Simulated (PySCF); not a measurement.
Input for PySCF: R-TPSSh/def2-TZVPP on F2Hf (SMILES [F][Hf][F]), 2S+1 = 1. Elements past Kr take the def2 small-core potentials; no spin–orbit coupling.

```python
from pyscf import gto, dft

mol = gto.M(
    atom='''
    Hf    0.53782175    0.07096228   -0.06788527
    F    -0.50251848    1.24474126   -1.12055411
    F    -0.06847199   -1.26843194    1.11811975
    ''',
    basis='def2-tzvpp',
    ecp={'Hf': 'def2-tzvpp'},
    charge=0, spin=0, verbose=4, max_memory=1800)
mf = dft.RKS(mol, xc='tpssh').density_fit(auxbasis='def2-universal-jkfit')
mf.grids.level = 4
mf.conv_tol = 1e-9
mf.max_cycle = 150
mf.kernel()
mf.dip_moment()
```

It printed:

```
PySCF version 2.14.0

[INPUT] verbose = 4
[INPUT] num. atoms = 3
[INPUT] num. electrons = 30
[INPUT] charge = 0
[INPUT] spin (= nelec alpha-beta = 2S) = 0
[INPUT] symmetry False subgroup None
[INPUT] Mole.unit = angstrom
[INPUT] Symbol           X                Y                Z      unit          X                Y                Z       unit  Magmom
[INPUT]  1 Hf     0.537821750000   0.070962280000  -0.067885270000 AA    1.016335811334   0.134099274375  -0.128284568192 Bohr   0.0
[INPUT]  2 F     -0.502518480000   1.244741260000  -1.120554110000 AA   -0.949622299733   2.352220077346  -2.117540375656 Bohr   0.0
[INPUT]  3 F     -0.068471990000  -1.268431940000   1.118119750000 AA   -0.129393308304  -2.396988974251   2.112940101967 Bohr   0.0

nuclear repulsion = 73.1415112866947
number of shells = 38
number of NR pGTOs = 170
number of NR cGTOs = 118
basis = def2-tzvpp
ecp = {'Hf': 'def2-tzvpp'}


******** <class 'pyscf.df.df_jk.DFRKS'> ********
method = DFRKS
initial guess = minao
damping factor = 0
level_shift factor = 0
DIIS = <class 'pyscf.scf.diis.CDIIS'>
diis_start_cycle = 1
diis_space = 8
diis_damp = 0
SCF conv_tol = 1e-09
SCF conv_tol_grad = None
SCF max_cycles = 150
direct_scf = False
XC library pyscf.dft.libxc version 7.1.2
    S. Lehtola, C. Steigemann, M. J. T. Oliveira, and M. A. L. Marques,  SoftwareX 7, 1–5 (2018)
XC functionals = tpssh
    V. N. Staroverov, G. E. Scuseria, J. Tao, and J. P. Perdew,  J. Chem. Phys. 119, 12129 (2003)
radial grids:
    Treutler-Ahlrichs [JCP 102, 346 (1995); DOI:10.1063/1.469408] (M4) radial grids

becke partition: Becke, JCP 88, 2547 (1988); DOI:10.1063/1.454033
pruning grids: <function nwchem_prune>
grids dens level: 4
symmetrized grids: False
atomic radii adjust function: <function treutler_atomic_radii_adjust>
small_rho_cutoff = 0
Set gradient conv threshold to 3.16228e-05
Initial guess from minao.
tot grids = 92128
******** <class 'pyscf.df.df.DF'> ********
auxbasis = def2-universal-jkfit
init E= -228.914456958615
  HOMO = -0.32486178538942  LUMO = -0.284655738655064  gap/eV = 1.09406
cycle= 1 E= -247.747483790675  delta_E= -18.8  |g|= 0.844  |ddm|= 7.21
  HOMO = -0.18036695685948  LUMO = -0.0966488217944896  gap/eV = 2.27809
cycle= 2 E= -247.123979847108  delta_E= 0.624  |g|= 2.14  |ddm|=  1.6
  HOMO = -0.163474910690578  LUMO = -0.0745611391180007  gap/eV = 2.41947
cycle= 3 E= -247.861436948817  delta_E= -0.737  |g|= 0.201  |ddm|=    1
  HOMO = -0.197562287517481  LUMO = -0.122804751645969  gap/eV = 2.03426
cycle= 4 E= -247.871972749993  delta_E= -0.0105  |g|= 0.065  |ddm|= 0.494
  HOMO = -0.19504902906635  LUMO = -0.117592166396353  gap/eV = 2.10771
cycle= 5 E= -247.872817300225  delta_E= -0.000845  |g|= 0.0229  |ddm|= 0.101
  HOMO = -0.194036143225134  LUMO = -0.116343371227843  gap/eV = 2.11413
cycle= 6 E= -247.872943397092  delta_E= -0.000126  |g|= 0.00234  |ddm|= 0.0264
  HOMO = -0.194110551958484  LUMO = -0.116426318520732  gap/eV = 2.11390
cycle= 7 E= -247.872944705248  delta_E= -1.31e-06  |g|= 0.000498  |ddm|= 0.00305
  HOMO = -0.19412575319636  LUMO = -0.116449761516992  gap/eV = 2.11367
cycle= 8 E= -247.872944756078  delta_E= -5.08e-08  |g|= 9.52e-05  |ddm|= 0.000537
  HOMO = -0.194129612777736  LUMO = -0.116455726270955  gap/eV = 2.11361
cycle= 9 E= -247.872944758274  delta_E= -2.2e-09  |g|= 1.37e-05  |ddm|= 0.000154
  HOMO = -0.194127641862455  LUMO = -0.116453417094815  gap/eV = 2.11362
cycle= 10 E= -247.872944758325  delta_E= -5.12e-11  |g|= 4.84e-06  |ddm|= 3.55e-05
  HOMO = -0.194127387659563  LUMO = -0.11645307620148  gap/eV = 2.11363
Extra cycle  E= -247.872944758317  delta_E= 8.64e-12  |g|= 9.31e-06  |ddm|= 1.11e-05
converged SCF energy = -247.872944758317
Dipole moment(X, Y, Z, Debye):  0.99672,  0.10022, -0.08070
```

The calculation finished and met its thresholds.

Cost: very roughly 7 core-seconds.
